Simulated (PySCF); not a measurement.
# Spinor energies of Gd⁺ (gadolinium, charge +1)

Start: [Xe] 4f7 5d1 6s1; 4f5/2 filled at m_j = -5/2, -3/2, -1/2, +1/2, +3/2, +5/2; 4f7/2 filled at m_j = +7/2; 5d3/2 filled at m_j = -3/2; 6s1/2 filled at m_j = +1/2. Calculated with PySCF 2.14 in x2c-TZVPPall-2c (11s11p10d4f2g, 140 functions): generalised Hartree-Fock with the X2C-1e Hamiltonian and a Gaussian nucleus; one run each with spin-orbit coupling (SO) switched off, then screened by Boettger's factors.

| spinor shell | electrons | ε, spin-free (eV) | ε, screened SO (eV) | weight of nominal j (screened SO) | rms radius, screened SO (bohr) |
| --- | --- | --- | --- | --- | --- |
| 1s1/2 | 2 | -50502.8 | -50493.3 | 1.000 | 0.0249 |
| 2s1/2 | 2 | -8464.6 | -8461.6 | 1.000 | 0.101 |
| 2p1/2 | 2 | -7528.1 | -8018.5 | 1.000 | 0.0864 |
| 2p3/2 | 4 | -7528.1 | -7318.0 | 1.000 | 0.0928 |
| 3s1/2 | 2 | -1931.7 | -1930.8 | 1.000 | 0.260 |
| 3p1/2 | 2 | -1635.6 | -1738.2 | 1.000 | 0.252 |
| 3p3/2 | 4 | -1635.6 | -1591.1 | 1.000 | 0.265 |
| 3d3/2 | 4 | -1243.4 | -1262.3 | 0.994 | 0.237 |
| 3d5/2 | 6 | -1243.4 | -1230.0 | 0.996 | 0.241 |
| 4s1/2 | 2 | -417.03 | -416.71 | 1.000 | 0.588 |
| 4p1/2 | 2 | -316.77 | -341.14 | 0.965 | 0.605 |
| 4p3/2 | 4 | -316.77 | -305.97 | 0.983 | 0.633 |
| 4d3/2 | 4 | -174.72 | -180.81 | 0.724 | 0.684 |
| 4d5/2 | 6 | -174.72 | -170.37 | 0.816 | 0.690 |
| 5s1/2 | 2 | -66.818 | -66.719 | 1.000 | 1.44 |
| 5p1/2 | 2 | -39.794 | -44.256 | 0.856 | 1.62 |
| 4f5/2 | 6 | -29.040 | -28.985 | 0.551 | 0.926 |
| 4f7/2 | 1 | -29.040 | -28.298 | 1.000 | 0.923 |
| 5d3/2 | 1 | -12.883 | -12.994 | 0.859 | 2.69 |
| 6s1/2 | 1 | -11.481 | -11.458 | 0.997 | 4.03 |

**Question.** Where does 5p3/2 lie, and what is the 5p spin-orbit splitting (screened SO)?

**Answer.** At -37.695 eV, 6.560 eV above 5p1/2.

| quantity | spin-free | screened SO |
| --- | --- | --- |
| E (hartree) | -11263.41117 | -11270.73106 |
| M_J | 5/2 | 5/2 |
| ⟨J²⟩ | 12.777 | 12.479 |
| ⟨L²⟩ | 6.023 | 6.050 |
| ⟨S²⟩ | 24.754 | 24.589 |

The determinant has a definite M_J but mixes levels of different J.

Each row is a mean over spinors that exchange with the open shell spreads, by up to 19.509 eV (4d5/2).

Rows whose weight is well below 1 are mixtures of j = l ± 1/2: exchange outweighs spin-orbit coupling there, and the label is only the starting occupation.

Breit and QED terms are absent; they matter most for the inner s and p1/2 levels.

Densities and radii are taken from the X2C orbitals without a picture-change correction, which distorts them close to the nucleus.

Without spin-orbit coupling the j labels of p, d and f shells carry no meaning; the spin-free column gives the mean over the occupied spinors of each nl shell, and its ⟨J²⟩ belongs to a mixture of degenerate components.
